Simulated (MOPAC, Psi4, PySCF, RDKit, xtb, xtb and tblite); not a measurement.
Two geometries of SMILES O(c1ccc(C=C)cc1)[SiH3] (C8H10OSi), relaxed at GFN2-xTB with one dihedral held; other torsions can differ between them too.

Structure A

```
20

C     -3.9298    -0.0307    -0.2510
C     -2.8574     0.6764     0.0861
C     -1.4651     0.2637    -0.0293
C     -1.0739    -0.9796    -0.5302
C      0.2573    -1.3246    -0.6198
C      1.2472    -0.4335    -0.2092
O      2.5339    -0.8176    -0.3168
Si     3.9592    -0.1190     0.0338
C      0.8731     0.8076     0.2916
C     -0.4619     1.1451     0.3777
H     -4.9224     0.3666    -0.1260
H     -3.8698    -1.0239    -0.6612
H     -2.9958     1.6709     0.4935
H     -1.8194    -1.6882    -0.8550
H      0.5552    -2.2868    -1.0077
H      4.0512     0.1964     1.4613
H      4.1428     1.1128    -0.7373
H      4.8460    -1.1943    -0.3775
H      1.6394     1.4986     0.6101
H     -0.7361     2.1144     0.7698
```

Structure B

```
20

C     -3.9009    -0.0780    -0.2407
C     -2.8656     0.6923     0.0663
C     -1.4639     0.2921    -0.0104
C     -1.0089    -0.6473    -0.9356
C      0.3226    -1.0009    -0.9924
C      1.2429    -0.4196    -0.1227
O      2.5328    -0.7987    -0.2154
Si     3.8967    -0.3795     0.5627
C      0.8038     0.5285     0.7938
C     -0.5289     0.8840     0.8380
H     -4.9142     0.2730    -0.1459
H     -3.7784    -1.0866    -0.5979
H     -3.0383     1.6861     0.4614
H     -1.7059    -1.0959    -1.6269
H      0.6742    -1.7252    -1.7113
H      3.7970    -0.6761     1.9937
H      4.1799     1.0478     0.3931
H      4.8331    -1.2401    -0.1405
H      1.5193     0.9841     1.4621
H     -0.8566     1.6246     1.5538
```

Q: Which is lower in energy at the level Psi4 with PBE0-D3(BJ)/def2-SVP // GFN2-xTB, and by how much?

A: A is lower, by 2.86 kJ/mol (dihedral C1–C2–C3–C4: 0° in A, 30° in B).

E(B) − E(A) in kJ/mol at the other levels, on the same two geometries: GFN2-xTB (xtb and tblite) 1.35; MMFF94 // GFN2-xTB (RDKit) -1.39; PBE0/def2-SVP // GFN2-xTB (Psi4) 2.92; PBE/def2-SVP // GFN2-xTB (Psi4) 3.74; PBE-D3(BJ)/def2-SVP // GFN2-xTB (Psi4) 3.70; UFF // GFN2-xTB (RDKit) -0.85; AM1, restricted, heats of formation // GFN2-xTB (MOPAC) 0.38; PM7, restricted, heats of formation // GFN2-xTB (MOPAC) -0.92; GFN1-xTB // GFN2-xTB (xtb) 1.53; restricted B3LYP/6-31G*, spherical d, density fitting // GFN2-xTB (PySCF) 2.50; restricted M06-2X/6-31G*, spherical d, density fitting // GFN2-xTB (PySCF) 1.25; restricted BP86/6-31G*, spherical d, density fitting // GFN2-xTB (PySCF) 2.88.
